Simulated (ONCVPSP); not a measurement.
**Fe: excitation energies, all-electron against ONCV**

| Quantity | Value |
| --- | --- |
| Element | Fe (Z = 26) |
| Generator | ONCVPSP 4.0.1 |
| Type | optimised norm-conserving Vanderbilt (ONCV) |
| Functional | LDA (Perdew-Zunger) |
| Relativity | fully relativistic |
| Frozen core | [Ne] |
| Valence charge | 16 |
| Reference configuration | 3s2 3p6 3d6 4s1 4p1 |
| Partial waves | 3s+4s: rc 1.20 bohr, ncon 4, nbas 8, qcut 7.7 1/bohr, 2 projectors; 3p+4p: rc 1.30 bohr, ncon 4, nbas 8, qcut 10.3 1/bohr, 2 projectors; 3d: rc 0.90 bohr, ncon 3, nbas 7, qcut 11.5 1/bohr, 2 projectors, debl 4 Ha |
| Local potential | polynomial inside 0.75 bohr (lpopt 3, dvloc0 3 Ha) |
| Core correction | none |

Open shells are filled in proportion to 2j + 1.

Energies are relative to the spin-unpolarised reference configuration 3s2 3p6 3d6 4s1 4p1; without spin polarisation the order of configurations can differ from experiment.

```
valence configuration  charge  ΔE all-electron (eV)  error AE − PS (meV)
  3s2 3p6 3d6 4s2 4p0       0                -4.177                  0.0
  3s2 3p6 3d6 4s0 4p0      +2                21.296                 +2.0
  3s2 3p6 3d5 4s2 4p0      +1                10.298                 +3.2
```

Task: What are ΔE and the potential's error for 3s2 3p6 3d6 4s1 4p0?

Result: ΔE = 4.804 eV all-electron; the error (AE − PS) is +0.2 meV.
